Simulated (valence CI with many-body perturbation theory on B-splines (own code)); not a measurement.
Zr17+ in brief

Method: valence CI with perturbative core correlation (CI+MBPT): five valence electrons over a frozen Dirac-Fock core [Ar], a basis of 7 s, 7 p, 8 d, 6 f, 4 g, 1 h functions for each j, with the one-electron correlation potential Σ1 (screened to all orders), the two-electron term Σ2, the three-electron term Σ3, Breit, model QED; selected single and double excitations, second order for the rest, scaled by the run's own slope (own B-spline code, finite nucleus).

No measured spectrum was set against this ion. As an estimate, terms of the open shell hold to 2 to 4 % of their energy, and close levels can change places. Only levels of the ground parity were solved; by the run's estimate the other parity begins above the list, which can be wrong where configurations are misplaced.

Names give the largest LS component (configuration and term), which can be under half, so a name can repeat, a term be missing and a line seem to break the LS rules; names also repeat where a configuration has a term twice.

Rates and lifetimes use the calculated energies. Strong lines usually hold to 10 to 20 %, long lifetimes can be off by a factor of two.

(1) What is the ground level?

(2) How well does LS coupling describe the low levels?

(3) What is the ionisation energy?

Results:

(1) 3d⁵ ⁶S_5/2, composition 96 % 3d⁵ ⁶S + 4 % 3d⁵ ⁴P, g = 1.981.

(2) Among the lowest 20 levels the leading LS term, summed over configurations, holds 68 % on average. For single configurations the figures are 68 % in LS and 62 % in jj coupling. Terms mix most in the J = 5/2 level at 139100 cm⁻¹, where the leading one holds 32 %.

(3) 689.16 eV; NIST lists 690 ± 3 eV (theoretical).
